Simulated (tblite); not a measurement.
Species: C2H9Al2BrO2.
SMILES with atom numbers: `[CH3:1][O+:2]1[AlH2-:3][O+:4]([CH3:5])[AlH-:6]1[Br:7]` (hydrogens: H8, H9, H10 on C1; H11, H12 on Al3; H13, H14, H15 on C5; H16 on Al6)

Computed with GFN2-xTB (tblite), gas phase: L-BFGS steps from a force-field or distance-geometry start until the largest atomic force falls under 0.01 eV/Å.

Step 46: E = -639.1760 eV
```
atom  x, y, z in Å  |  force x, y, z in eV/Å
C1     -2.4291   -0.8179    0.3144    0.031   0.009   0.013
O2     -1.1502   -0.2036    0.3653    0.001   0.070   0.063
Al3     0.4008   -0.5411    1.2641   -0.043  -0.003  -0.021
O4      1.1530    0.2471   -0.2451    0.148   0.040   0.043
C5      2.4854    0.2533   -0.7461    0.013   0.086   0.082
Al6    -0.4045    1.0648   -0.7598   -0.173  -0.152  -0.092
Br7    -0.7381    3.1882   -0.1026    0.032  -0.024  -0.088
H8     -2.4960   -1.3805   -0.6163   -0.182  -0.035   0.020
H9     -3.2199   -0.0667    0.3465    0.005   0.035   0.002
H10    -2.5335   -1.4956    1.1611   -0.027  -0.044   0.025
H11     0.6664   -2.0403    1.3310    0.075  -0.123  -0.046
H12     0.5519    0.4609    2.4368    0.001  -0.004  -0.014
H13     3.0060    1.1367   -0.3714    0.077   0.019  -0.102
H14     3.0097   -0.6380   -0.3916   -0.073   0.021  -0.059
H15     2.4691    0.2657   -1.8413    0.014   0.003   0.157
H16    -0.7786    0.5762   -2.1565    0.101   0.102   0.017
```

Step 47: E = -639.1816 eV
```
atom  x, y, z in Å  |  force x, y, z in eV/Å
C1     -2.4228   -0.8139    0.3195   -0.072  -0.035  -0.018
O2     -1.1398   -0.2096    0.3529   -0.115   0.013   0.074
Al3     0.3939   -0.5482    1.2670    0.050   0.058  -0.036
O4      1.1516    0.2464   -0.2443    0.124   0.057   0.113
C5      2.4826    0.2562   -0.7451   -0.077  -0.075   0.026
Al6    -0.4019    1.0614   -0.7682   -0.122  -0.117  -0.068
Br7    -0.7426    3.1813   -0.1026    0.026  -0.022  -0.089
H8     -2.5124   -1.3792   -0.6106   -0.138   0.002   0.078
H9     -3.2078   -0.0545    0.3562    0.035  -0.004   0.023
H10    -2.5258   -1.4922    1.1694   -0.010   0.024  -0.031
H11     0.6874   -2.0435    1.3229    0.060  -0.112  -0.033
H12     0.5204    0.4583    2.4446    0.005  -0.047  -0.046
H13     3.0047    1.1326   -0.3747    0.142   0.203  -0.044
H14     3.0070   -0.6330   -0.3899   -0.045  -0.038  -0.057
H15     2.4574    0.2635   -1.8388    0.058   0.015   0.113
H16    -0.7594    0.5835   -2.1696    0.081   0.081  -0.005
```

Step 48: E = -639.1878 eV
```
atom  x, y, z in Å  |  force x, y, z in eV/Å
C1     -2.4253   -0.8074    0.3287   -0.149  -0.055  -0.037
O2     -1.1383   -0.2098    0.3500   -0.204  -0.081   0.045
Al3     0.3887   -0.5637    1.2624    0.118   0.078  -0.074
O4      1.1511    0.2348   -0.2536    0.173   0.086   0.126
C5      2.4896    0.2700   -0.7398   -0.081  -0.033   0.061
Al6    -0.4064    1.0470   -0.7836   -0.053  -0.115  -0.053
Br7    -0.7206    3.1700   -0.1149    0.016  -0.013  -0.095
H8     -2.5375   -1.3756   -0.6001   -0.072   0.053   0.129
H9     -3.2045   -0.0400    0.3701    0.059  -0.042   0.042
H10    -2.5281   -1.4869    1.1802    0.009   0.081  -0.067
H11     0.6858   -2.0622    1.3147    0.041  -0.061  -0.030
H12     0.5102    0.4486    2.4372    0.013  -0.073  -0.046
H13     3.0018    1.1519   -0.3563    0.038   0.092  -0.085
H14     3.0221   -0.6162   -0.3909   -0.037  -0.045  -0.022
H15     2.4754    0.2819   -1.8333    0.050   0.049   0.100
H16    -0.7716    0.5667   -2.1823    0.079   0.079   0.007
```

Step 49: E = -639.1954 eV
```
atom  x, y, z in Å  |  force x, y, z in eV/Å
C1     -2.4289   -0.8032    0.3361   -0.185  -0.052  -0.016
O2     -1.1409   -0.2086    0.3499   -0.187  -0.136  -0.003
Al3     0.3845   -0.5742    1.2588    0.177   0.066  -0.085
O4      1.1555    0.2320   -0.2537    0.038   0.104   0.169
C5      2.4926    0.2788   -0.7335   -0.007  -0.023   0.043
Al6    -0.4098    1.0348   -0.7964    0.026  -0.069   0.034
Br7    -0.7102    3.1599   -0.1258    0.010  -0.015  -0.100
H8     -2.5560   -1.3716   -0.5900   -0.035   0.048   0.099
H9     -3.2031   -0.0319    0.3816    0.033  -0.033   0.058
H10    -2.5301   -1.4833    1.1877    0.016   0.096  -0.063
H11     0.6947   -2.0773    1.3060    0.010   0.021  -0.031
H12     0.4963    0.4416    2.4331    0.017  -0.096  -0.046
H13     3.0060    1.1629   -0.3532   -0.012   0.058  -0.047
H14     3.0276   -0.6072   -0.3932    0.003  -0.071   0.030
H15     2.4833    0.2929   -1.8242    0.032   0.059  -0.014
H16    -0.7690    0.5635   -2.1947    0.064   0.042  -0.027
```

Q: Estimate the geometry and energy of step 50. (The exact step hangs on the optimiser's Hessian estimate; all steps are aligned on step 49, rigid shifts and turns removed.)

A: E = -639.2028 eV, largest force 0.213 eV/Å
```
atom  x, y, z in Å  |  force x, y, z in eV/Å
C1     -2.4382   -0.7973    0.3465   -0.142  -0.024   0.005
O2     -1.1482   -0.2088    0.3488   -0.095  -0.152  -0.056
Al3     0.3820   -0.5861    1.2502    0.196   0.032  -0.077
O4      1.1603    0.2252   -0.2544   -0.032   0.124   0.166
C5      2.4984    0.2898   -0.7260    0.050  -0.008   0.008
Al6    -0.4122    1.0175   -0.8116    0.076  -0.009   0.124
Br7    -0.6948    3.1469   -0.1416    0.007  -0.026  -0.109
H8     -2.5787   -1.3641   -0.5756   -0.037   0.005   0.026
H9     -3.2043   -0.0218    0.3997   -0.034   0.013   0.066
H10    -2.5324   -1.4748    1.1982   -0.003   0.052  -0.009
H11     0.7050   -2.0933    1.2923   -0.019   0.094  -0.034
H12     0.4763    0.4274    2.4284    0.030  -0.106  -0.042
H13     3.0060    1.1795   -0.3466   -0.056  -0.002   0.000
H14     3.0397   -0.5959   -0.3958    0.021  -0.057   0.078
H15     2.4996    0.3110   -1.8152   -0.012   0.057  -0.081
H16    -0.7661    0.5539   -2.2089    0.051   0.006  -0.063
```

The energy changes by -0.0074 eV. The first-order estimate −F·Δx gives -0.0103 eV and the mean of the old and new forces, exact on a quadratic surface, -0.0074 eV. The step makes an angle of 75° with the force vector and moves no atom by more than 0.028 Å.

What follows is the cost of the whole relaxation. On AMD EPYC 9R45, one thread, shared host with 96 logical CPUs at a one-minute load of 20, this took 0.65 s wall.
